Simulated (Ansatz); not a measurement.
Relaxation of FH3OSZn (7 atoms, charge 0, multiplicity 1), to a largest force component of 0.03 eV/Å in at most 50 steps.

All numbers below come from RKS PBE0-D4/def2-SVP (Ansatz 0.2.0).

```xyz
7
Properties=species:S:1:pos:R:3:forces:R:3
Zn -0.424 -0.430 -0.757 -0.07 0.66 0.26
F 0.679 0.267 2.036 0.36 -0.76 0.10
O -0.091 -2.137 -1.091 0.00 0.00 0.01
H 0.226 1.003 1.737 -0.52 0.77 -0.45
S -0.957 1.741 -0.520 0.26 -0.67 0.09
H 0.344 -2.596 -0.364 -0.01 0.01 -0.01
H 0.223 2.152 -1.042 -0.02 -0.01 0.01
```

Question: Where does it end, and by what steps?

Answer: It converged. After 8 steps the energy has fallen by 0.254 eV; F2 moved furthest, 0.47 Å.

```
step  energy less start (eV)  largest force component (eV/Å)  accepted
   0                  0.0000                           0.768       yes
   1                 -0.1451                           0.556       yes
   2                 -0.2278                           0.459       yes
   3                 -0.2001                           0.764        no
   4                 -0.2360                           0.215       yes
   5                 -0.2514                           0.142       yes
   6                 -0.2528                           0.082       yes
   7                 -0.2534                           0.048       yes
   8                 -0.2535                           0.006       yes
```

```xyz
7
Properties=species:S:1:pos:R:3
Zn -0.323 -0.376 -0.455
F 0.513 0.104 1.627
O -0.075 -2.061 -0.959
H 0.152 0.955 1.380
S -0.884 1.779 -0.325
H 0.383 -2.591 -0.299
H 0.233 2.190 -0.968
```

Whether the end is a true minimum wasn't checked by a vibrational analysis.

Run time: 26 s on 2 threads of Arm Neoverse V1, with other jobs on the host, peak memory 0.2 GiB.
